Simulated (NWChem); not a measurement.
Basis-set convergence for ClFSn

```xyz
3

Sn    -0.5017     0.2324     0.0000
F      0.7984     1.6903     0.0000
Cl     1.0529    -1.5783     0.0000
```
Charge 0, spin multiplicity 1.

Program: NWChem. Structure: optimised with PBE0/def2-SVP with def2 effective core potentials on Sn, a minimum by its harmonic frequencies.

Quantity: vertical ionisation energy at the level ΔMP2 (Δ: difference of total energies, the cation a doublet at the parent's geometry with its hole in an orbital of symmetry a' (Cs labels); it is the state that the SCF runs reached, from PBE0 orbitals for Hartree-Fock references, and need not be the lowest).

Effective core potentials replace the inner electrons of Sn; spin-orbit coupling is left out. The correlated methods keep 10 core orbitals frozen. The structure started from a generated list of species. The stability of the SCF solutions was not checked. Open-shell Hartree-Fock references start from PBE0 orbitals; any time given for them includes that run.

Costs are rough ratios of processor time within this set of runs, SCF included, with def2-SVP as 1.

```csv
basis,functions,vertical ionisation energy (eV),relative cost
def2-SVP,58,…,1
def2-SVPD,82,…,under 3
def2-TZVP,118,10.81,5
def2-TZVPP,123,10.81,5
def2-TZVPD,142,…,8
def2-QZVP,209,10.96,100
```

Task: Fill in the missing entries.

Result: 
- def2-SVP, vertical ionisation energy (eV): 10.25
- def2-SVPD, vertical ionisation energy (eV): 10.60
- def2-TZVPD, vertical ionisation energy (eV): 10.86
